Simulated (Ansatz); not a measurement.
One geometry of Si₁₇H₂₄, a nanocrystal cut from cubic silicon, several levels of theory.

```yaml
crystal:
  periodic: [false, false, false]
  atoms:
    - {symbol: Si, position_ang: [-1.820796, -2.807404, 2.962287]}
    - {symbol: Si, position_ang: [1.230910, -2.917958, -0.129673]}
    - {symbol: Si, position_ang: [-1.628403, 2.549927, -2.680545]}
    - {symbol: Si, position_ang: [1.104236, -0.146286, -2.706279]}
    - {symbol: Si, position_ang: [-1.591527, -0.227462, 0.006796]}
    - {symbol: Si, position_ang: [1.106940, -0.230158, 2.722481]}
    - {symbol: Si, position_ang: [1.077992, 2.543714, 0.044003]}
    - {symbol: Si, position_ang: [3.824256, -0.142102, 0.041585]}
    - {symbol: Si, position_ang: [-3.001276, -1.517421, 1.380626]}
    - {symbol: Si, position_ang: [-2.955367, 1.148704, -1.331903]}
    - {symbol: Si, position_ang: [-0.231626, -1.554559, -1.371816]}
    - {symbol: Si, position_ang: [-0.257715, -1.506267, 4.154421]}
    - {symbol: Si, position_ang: [2.470193, -1.564598, 1.345855]}
    - {symbol: Si, position_ang: [-0.258490, 1.218334, -4.056502]}
    - {symbol: Si, position_ang: [-0.285933, 3.909503, -1.303703]}
    - {symbol: Si, position_ang: [2.447269, 1.200422, -1.319123]}
    - {symbol: Si, position_ang: [-0.254850, 1.136328, 1.375871]}
    - {symbol: H, position_ang: [-2.797907, -3.414666, 3.940178]}
    - {symbol: H, position_ang: [-1.109702, -3.934512, 2.259259]}
    - {symbol: H, position_ang: [2.195231, -3.577329, -1.086456]}
    - {symbol: H, position_ang: [0.490605, -4.001845, 0.610594]}
    - {symbol: H, position_ang: [-2.511490, 3.422992, -3.542605]}
    - {symbol: H, position_ang: [2.002703, -1.002166, -3.570452]}
    - {symbol: H, position_ang: [2.014854, 0.646448, 3.556062]}
    - {symbol: H, position_ang: [1.954816, 3.391036, 0.937763]}
    - {symbol: H, position_ang: [4.754623, -0.963593, -0.817021]}
    - {symbol: H, position_ang: [4.657549, 0.735857, 0.942696]}
    - {symbol: H, position_ang: [-3.864746, -2.411742, 0.525131]}
    - {symbol: H, position_ang: [-3.907069, -0.564257, 2.121664]}
    - {symbol: H, position_ang: [-3.843723, 0.288818, -2.197470]}
    - {symbol: H, position_ang: [-3.835673, 1.980420, -0.431232]}
    - {symbol: H, position_ang: [-1.115664, -2.397074, -2.262692]}
    - {symbol: H, position_ang: [0.587372, -2.401007, 5.027247]}
    - {symbol: H, position_ang: [-1.015480, -0.557920, 5.050508]}
    - {symbol: H, position_ang: [3.344885, -2.436875, 2.216836]}
    - {symbol: H, position_ang: [-1.117914, 0.358048, -4.949935]}
    - {symbol: H, position_ang: [0.600085, 2.099273, -4.930263]}
    - {symbol: H, position_ang: [0.573342, 4.808312, -2.158609]}
    - {symbol: H, position_ang: [-1.162678, 4.778192, -0.435754]}
    - {symbol: H, position_ang: [3.297467, 2.095804, -2.191882]}
    - {symbol: H, position_ang: [-1.167301, 1.965031, 2.252085]}
basis:
  gaussian: {orbitals: def2-SVP, initial_orbitals: start.molden}
correlation: {method: mp2}
scf: {omitted_lower_state_checks: [starts]}
output: {orbitals: {seedname: orbitals}}
```

The file start.molden holds the orbitals of an earlier run on this structure, at another level or in another basis.

```sh
$ ansatz run in.yaml --threads 2 --pin off --events-out ev --progress --plain --max-ram 32768MiB --backend cuda --devices 0, --max-vram 18GiB
```

Shortened log:

```
Functional definition: HF
4094 factors; integrals over basis functions are off by at most 6.6e-4 eV
mean field evaluation 1: about -133996.7946 eV, gradient 3.6e1 eV
mean field evaluation 2: about -133999.5495 eV, gradient 2.3e0 eV
mean field evaluation 4: about -133999.5992 eV, gradient 3.6e-2 eV
mean field -133999.59924018 eV, -4924.3944438860 hartree, gradient 9.1e-6 eV, S^2 0.000000; 0 other end points of the search recorded, 0 dependent functions left out
85 core orbitals not correlated: weight in the atoms' cores, before any rotation towards them, 1.000 or more for the frozen orbitals, at most 0.000 for the correlated occupied ones
reference -133999.59924018 eV, -4924.3944438860 hartree; 46, 46 occupied and 295, 295 virtual orbitals, 4094 factors
second order -45.04083095 eV of doubles, -0.00000000 eV of singles
Total energy: -134044.64007113 eV, -4926.0496638936 hartree
Checks for a lower state left out: starts
```

It took 17 s on 2 threads of AMD EPYC 7R13 on a shared host and a share (18 GiB) of an NVIDIA H100 80GB HBM3, peak host memory 1 GiB.

The first input with `gaussian: {orbitals: def2-SVP, fitting: {mean_field: def2-universal-jkfit}, initial_orbitals: start.molden}`, `hamiltonian: {xc: pbe0, dispersion: d4}` and without the key `correlation` (abridged; 17 s):

```
Functional definition: PBE0
mean field -134217.62345756 eV, -4932.4066860926 hartree, gradient 8.9e-6 eV, S^2 0.000000
Total energy: -134220.10959228 eV, -4932.4980498585 hartree
Checks for a lower state left out: starts
```

The first input with `hamiltonian: {xc: pbe}`, `correlation: {method: rpa}` and without the key `output` (abridged; 22 s):

```
Functional definition: PBE
mean field -134203.52527738 eV, -4931.8885875270 hartree, gradient 2.6e-6 eV, S^2 0.000000
85 core orbitals not correlated: weight in the atoms' cores, before any rotation towards them, 1.000 or more for the frozen orbitals, at most 0.000 for the correlated occupied ones
Total energy: -134079.65895477 eV, -4927.3365841309 hartree
Checks for a lower state left out: starts
```

First input, but with `gaussian: {orbitals: STO-3G}`, `hamiltonian: {xc: hf}` and without the key `correlation` (abridged; 18 s):

```
Functional definition: HF
mean field -132510.30442148 eV, -4869.6638687790 hartree, gradient 1.0e-5 eV, S^2 0.000000
Total energy: -132510.30442148 eV, -4869.6638687790 hartree
Checks for a lower state left out: starts
```

The first input with `gaussian: {orbitals: def2-TZVP, fitting: {mean_field: def2-universal-jkfit}, initial_orbitals: start.molden}`, `hamiltonian: {xc: {name: B3LYP}, dispersion: d4}` and without the key `correlation` (abridged; 21 s):

```
Functional definition: B3LYP
mean field -134327.20823209 eV, -4936.4338522774 hartree, gradient 7.6e-6 eV, S^2 0.000000
Total energy: -134331.64227182 eV, -4936.5968002321 hartree
Checks for a lower state left out: starts
```

Geometry: PBE-D4/def2-SVP.

B3LYP takes the VWN-RPA correlation. Correlated methods freeze 85 core orbitals. Single mean-field runs in def2-SVP, def2-TZVP are fitted with def2-universal-jkfit.
